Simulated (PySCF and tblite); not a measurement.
C6H18SeSi2, numbered as in [CH3:1][Si:2]([CH3:3])([CH3:4])[Se:5][Si:6]([CH3:7])([CH3:8])[CH3:9].

Conformers came from 90 starts (ETKDG, UFF, GFN2-xTB); geometries are GFN2-xTB. Free energies are PBE0-D3(BJ)/6-31G* single points with GFN2-xTB rigid-rotor and vibrational terms (modes under about 100 cm⁻¹ blended into free rotors). Symmetry numbers and mirror images are counted. Conformers within 3 kcal/mol (GFN2-xTB free energy) were kept, 10 at most. GIAO shieldings: PBE0/6-31G*. Shifts are against TMS (¹H), TMS (¹³C), TMS (²⁹Si), Me2Se (⁷⁷Se) at the same level. (PySCF 2.14, tblite 0.8.)

Torsions listed: C1–Si2–Se5–Si6, Si2–Se5–Si6–C7. Of a mirror pair one member is shown.

```
conformer      shape  weight %  dipole D
        1  44°, 164°     100.0      2.19
```

(1) How do the computed shifts compare with measured ones?

Answers

(1) 
| nucleus | signal | leading conformer | average | measured | medium |
| --- | --- | --- | --- | --- | --- |
| ²⁹Si | Si2/Si6 | 31.2 | 31.2 | 11.76 | solution |
| ⁷⁷Se | Se5 | -336.8 | -336.8 | -337 | solution |

Measured values: U. Herzog, Habilitationsschrift, TU Bergakademie Freiberg, 2002/2003.  The computed shifts are unscaled and lack vibrational corrections.
